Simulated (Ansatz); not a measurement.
C$_{2}$H$_{2}$Cl$_{3}$F$_{3}$OTi, SMILES `FC(F)(F)C[O][Ti]([Cl])([Cl])[Cl]`. Total charge 0; spin multiplicity 1.

```xyz
12

F     0.727    0.707   -1.940
C     1.337    0.874   -0.767
F     2.642    1.048   -0.996
F     0.859    1.988   -0.213
C     1.145   -0.329    0.139
O    -0.196   -0.535    0.396
Ti   -1.920   -0.585    0.602
Cl   -2.380   -0.297    2.714
Cl   -2.650   -2.529   -0.067
Cl   -2.824    1.000   -0.579
H     1.685   -0.141    1.072
H     1.574   -1.202   -0.359
```

Problem. What are the harmonic wavenumbers in cm⁻¹ at PBE0-D4/def2-TZVP (Ansatz, finite differences of forces, unscaled)? (An estimate is asked.)

Solution. The calculation gave: 3i, 23, 28, 93, 103, 119, 125, 139, 225, 265, 351, 352, 422, 502, 505, 536, 537, 643, 736, 855, 968, 1196, 1206, 1234, 1319, 1319, 1419, 1475, 3063, 3119.
